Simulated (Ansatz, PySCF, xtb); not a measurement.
Bond stretch in GeBe, lowest triplet found (which spin is the ground state isn't settled by this scan).

- ROCCSD = CCSD on ROHF/aug-cc-pVDZ, cores with 3d frozen (Ansatz, a quantum-chemistry and plane-wave program)
- ROHF/aug-cc-pVDZ (Ansatz)
- UKS-B3LYP/6-31G* = unrestricted B3LYP/6-31G*, spherical d in PySCF
- GFN1-xTB (xtb)

Energies are in mEh, each relative to the lowest point of its own curve between 1.89 and 2.73 Å, where full CI is lowest.

```
R / Å  ROCCSD   ROHF  UKS-B3LYP/6-31G*  GFN1-xTB
-----  ------  -----  ----------------  --------
1.56    149.1  145.1             132.5     253.1
1.68     82.9   79.9              71.1     108.7
1.78     47.2   45.5              38.8      47.3
1.89     22.5   22.3              17.0      14.4
1.95     13.8   14.4               9.7       5.8
2.07      3.5    5.5               1.8       0.0
2.10      2.0    4.3               0.9       0.1
2.17      0.0    2.7               0.0       2.0
2.24     19.2    0.9               0.5       5.3
2.32     17.4    0.0               2.3      10.2
2.45     17.4    1.7               6.9      19.2
2.55     18.9    4.8              11.2      26.0
2.73        —    8.5              19.1      36.6
2.90        —   10.7              25.9      44.8
3.15        —   13.0              33.9      54.3
3.46        —   14.7              40.6      62.2
3.82        —   15.7              45.2      67.5
4.24        —   16.3              48.0      70.4
4.72        —   16.6              49.5      71.8
5.43        —   16.7              50.3      72.9
6.28        —   16.8              50.5      73.5
7.33        —   16.8              50.5      73.8
```

At the longest distance, 7.33 Å, GFN1-xTB lies highest above its minimum (73.8 mEh) and ROHF lowest (16.8 mEh).

Dashes: no converged value, or the column stops at the first point that the program doubted or that broke a chosen test of continuity, which isn't proof of a fault.

The T1 diagnostic of CCSD on the restricted reference of ROCCSD exceeds 0.045 at 1.56 to 2.17, 2.45 to 2.73 Å. At the minimum ROCCSD lies far from FCI: another state is possible.
